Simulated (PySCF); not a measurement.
How methods differ on the excitation energy of Sb

Sb [Kr] 4d10 5s2 5p3 (4S) → Sb [Kr] 4d10 5s2 5p2 6s1 (4P), as a difference of total energies. All numbers are calculated (PySCF 2.14, a scalar-relativistic core potential, in aug-cc-pwCVDZ-PP with ECP28MDF (6s5p4d1f, 48 functions)). Correlated levels: valence: 4s2 4p6 4d10 frozen. The calculations carry no spin-orbit coupling.

```csv
method,excitation energy (cm⁻¹),error (cm⁻¹)
UHF,46840,+150
MP2 (valence),47304,+614
SCS-MP2 (valence),47063,+373
CCSD (valence),46869,+179
CCSD(T) (valence),46824,+135
```

Reference: 46690 cm⁻¹ (measured; NIST levels, between the centres of gravity of the two terms).

Errors of the correlated levels include the incompleteness of this basis and the frozen core.
